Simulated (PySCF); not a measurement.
# How methods differ on the ionisation energy of Ti⁺

Ti⁺ [Ar] 3d2 4s1 (4F) → Ti²⁺ [Ar] 3d2 (3F), as a difference of total energies. All numbers are calculated (PySCF 2.14, the non-relativistic Hamiltonian (point nucleus), in cc-pVDZ). Correlated levels: valence: [Ar] frozen. The calculations carry no spin-orbit coupling.

```json
{"method": "UHF", "ionisation energy (eV)": "12.867"}
{"method": "M06-L", "ionisation energy (eV)": "12.803"}
{"method": "TPSS", "ionisation energy (eV)": "13.581"}
{"method": "MP2 (valence)", "ionisation energy (eV)": "13.009"}
{"method": "SCS-MP2 (valence)", "ionisation energy (eV)": "12.914"}
```

Problem. How much does correlation contribute at MP2 (valence)?

Solution. 13.009 − (12.867) = 0.142 eV, measured against UHF.

These non-relativistic numbers lack the scalar-relativistic shift.

The reference lies between the lowest fine-structure levels, while these numbers refer to the centres of the terms.

Errors of the correlated levels include the incompleteness of this basis and the frozen core.

For comparison: 13.575 eV (measured; NIST Atomic Spectra Database, ionization energies).
